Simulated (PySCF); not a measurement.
## Mayer bond orders and bond lengths

C8H7FSi.
Numbering: `[CH:1]#[C:2][Si:3]([F:4])([C:5]#[C:6][CH3:7])[C:8]#[C:9][CH3:10]` (hydrogens: H11 on C1; H12, H13, H14 on C7; H15, H16, H17 on C10)

Geometry (GFN2-xTB, Å), atoms numbered from 1 in this order:
```xyz
17
C8H7FSi angstrom
C     -0.6095    3.1943   -1.8837
C     -0.3951    2.0410   -1.6265
Si    -0.0587    0.2671   -1.2236
F      0.0836   -0.5167   -2.6340
C     -1.4606   -0.4849   -0.2966
C     -2.3655   -0.9846    0.3211
C     -3.4523   -1.5863    1.0573
C      1.5299    0.0827   -0.3104
C      2.5605   -0.0471    0.2990
C      3.7992   -0.2030    1.0249
H     -0.7971    4.2033   -2.1154
H     -3.0922   -1.9506    2.0195
H     -3.8653   -2.4228    0.4939
H     -4.2388   -0.8514    1.2283
H      4.1453    0.7672    1.3816
H      4.5605   -0.6338    0.3746
H      3.6489   -0.8623    1.8801
```

Bond orders from the PBE0/pcSseg-1 density (PySCF). Isolated species at its GFN2-xTB geometry, gas phase. GFN2-xTB frequencies show an imaginary mode (28i cm⁻¹), so this geometry is no minimum at that level.

(1) How far do the computed orders between heavy atoms stray from the drawn ones?

(2) Give the Mayer order of every bond, beside its length.

Results:

(1) The largest departure is 0.487, at C5–C6 (drawn triple, 2.513) and C8–C9 (drawn triple, 2.514). Drawn single, order above 1.12: C6–C7 (1.176) and C9–C10 (1.175). Drawn double or triple, more than 0.30 short of the drawn order: C1–C2 (2.547), C5–C6 (2.513) and C8–C9 (2.514).

(2) 
```
   bond  drawn as  length (Å)  Mayer order
  C1–C2    triple       1.201        2.547
 C2–Si3    single       1.850        0.895
 Si3–F4    single       1.620        0.992
 Si3–C5    single       1.841        0.983
  C5–C6    triple       1.204        2.513
  C6–C7    single       1.444        1.176
 Si3–C8    single       1.842        0.983
  C8–C9    triple       1.204        2.514
 C9–C10    single       1.444        1.175
 C1–H11    single       1.052        1.082
 C7–H12    single       1.090        0.921
 C7–H13    single       1.090        0.921
 C7–H14    single       1.090        0.921
C10–H15    single       1.090        0.921
C10–H16    single       1.090        0.921
C10–H17    single       1.090        0.922
```

By pair of heavy elements: C–C: lowest C9–C10 and C6–C7 (1.175, 1.444 Å), highest C1–C2 (2.547, 1.201 Å). C–Si: lowest C2–Si3 (0.895, 1.850 Å), highest Si3–C5 and Si3–C8 (0.983, 1.841 Å). Bonds named together lie within 0.004.

Problem. Sum the orders of all bonds at each heavy atom with more than one neighbour and set the sums beside the valence in the SMILES.

Solution. C1 3.629 (drawn 4), C2 3.442 (drawn 4), Si3 3.853 (drawn 4), C5 3.496 (drawn 4), C6 3.689 (drawn 4), C7 3.939 (drawn 4), C8 3.497 (drawn 4), C9 3.689 (drawn 4), C10 3.939 (drawn 4). Orders between atoms that aren't bonded are not in these sums.

The Mayer order sums products of elements of PS (density times overlap matrix) between the two atoms' basis functions, so it depends on the basis set.

These values come from a run that also computed NMR shieldings. Hardware: Arm Neoverse N1, one thread, shared host. Cost: 92 s of wall time (with the writing of density and orbital grids), 0.93 GiB resident at most.
